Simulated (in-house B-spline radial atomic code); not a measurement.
## RPA and G0W0 on r2SCAN: Rh⁴⁺

Configuration [Kr] 4d5, highest spin, mean-field start r2SCAN. Computed with an all-electron radial atomic-structure program (B-spline basis): all electrons, scalar-relativistic (spin-free one-electron X2C), finite nucleus, each spin shell either full or empty, empty states to l = 9 with an (l + 1/2)⁻⁴ tail; G0W0 by contour deformation at full frequency.

Command:
```bash
python run_gw.py task.json out
```
Settings (radii: box in bohr, nucleus in fm):
```
Z                        45
electrons                41
configuration            [Kr] 4d5
hamiltonian              x2c
method                   r2scan
lmax                     9
rms_radius               4.4945
spin_polarised           True
box_radius               11.96
intervals                68
```

Time taken, with all properties: 3.7 s on 1 thread of Arm Neoverse V2, on a shared host.

Energies (hartree):

| term | value |
| --- | --- |
| mean-field total | -4779.95671 |
| Hartree-Fock functional on these orbitals | -4777.75957 |
| direct second order | -3.4574 |
| second-order exchange | 0.99767 |
| SOSEX correction | 0.93558 |

Problem. What is the RPA correlation energy, and what remains with SOSEX?

Solution. RPA gives -3.0838 hartree (-2.05 eV per electron); RPA + SOSEX gives -2.1482, and the second-order doubles -2.4598 hartree (no singles). SOSEX takes back 30 % of the RPA value.

Quasi-particle levels (eV):

```json
{"level": "4d up", "occupied": "yes", "mean field": "-56.91", "Σx - vxc": "-7.54", "Σc": "?", "QP weight": "?", "G0W0": "?"}
{"level": "4p down", "occupied": "yes", "mean field": "-100.18", "Σx - vxc": "-8.54", "Σc": "0.19", "QP weight": "0.933", "G0W0": "-108.53"}
{"level": "4d down", "occupied": "no", "mean field": "-50.51", "Σx - vxc": "9.69", "Σc": "-3.88", "QP weight": "0.951", "G0W0": "-44.70"}
```

G0W0 = mean field + (Σx - vxc) + Σc, with Σc (partial-wave tail included) taken at the quasi-particle energy. Only the outer levels were computed. Levels of low weight are left out.

Problem. Where does G0W0 put 4d up?

Solution. At -64.50 eV, with Σc = -0.05 eV and a quasi-particle weight of 0.951. The tabulated removal energy is 63 ± 1.9 eV (NIST, tabulated theory); the calculation leaves out spin-orbit coupling, Breit and QED terms, and what these don't explain is the method's own error.
